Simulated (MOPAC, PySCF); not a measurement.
H₃GaS₃, SMILES `[SH][Ga]([SH])[SH]`, neutral singlet in the gas phase. 

Cartesian coordinates (Å):
SMILES: [SH][Ga]([SH])[SH]
```xyz
7

S     -0.8575     2.1897     0.9780
Ga     0.0077     0.2781     0.2869
S     -0.9697    -0.8170    -1.3711
S      1.8313    -0.4325     1.3171
H     -1.8661     2.1564     0.0897
H     -0.0846    -1.8281    -1.3699
H      1.9389    -1.5466     0.5736
```
Charge 0, spin multiplicity 1.

All levels are single points at this geometry (B3LYP-D3(BJ)/def2-TZVP); Pople sets use spherical d functions. Orbital energies aren't observables, and empty levels follow the basis.

HF/STO-3G in PySCF gives dipole (D) = 1.42.

### Question
Estimate the dipole (D) from each of these levels: B3LYP-D3(BJ)/def2-TZVP in PySCF; M06-2X/def2-TZVP in PySCF; B3LYP/3-21G in PySCF; B3LYP/6-311+G** (LANL2DZ on Ga) in PySCF; B3LYP/6-31G* in PySCF; B3LYP/LANL2DZ in PySCF; M06-2X/6-31G* in PySCF; PBE/6-31G* in PySCF; SVWN5/6-31G* in PySCF; HF/3-21G in PySCF; HF/6-31G* in PySCF; AM1 in MOPAC.

### Answer

```json
[
 {"level": "B3LYP-D3(BJ)/def2-TZVP in PySCF", "dipole (D)": "1.48"},
 {"level": "M06-2X/def2-TZVP in PySCF", "dipole (D)": "1.54"},
 {"level": "B3LYP/3-21G in PySCF", "dipole (D)": "2.36"},
 {"level": "B3LYP/6-311+G** (LANL2DZ on Ga) in PySCF", "dipole (D)": "1.81"},
 {"level": "B3LYP/6-31G* in PySCF", "dipole (D)": "1.85"},
 {"level": "B3LYP/LANL2DZ in PySCF", "dipole (D)": "2.40"},
 {"level": "M06-2X/6-31G* in PySCF", "dipole (D)": "1.92"},
 {"level": "PBE/6-31G* in PySCF", "dipole (D)": "1.88"},
 {"level": "SVWN5/6-31G* in PySCF", "dipole (D)": "1.96"},
 {"level": "HF/3-21G in PySCF", "dipole (D)": "2.61"},
 {"level": "HF/6-31G* in PySCF", "dipole (D)": "1.99"},
 {"level": "AM1 in MOPAC", "dipole (D)": "2.30"}
]
```
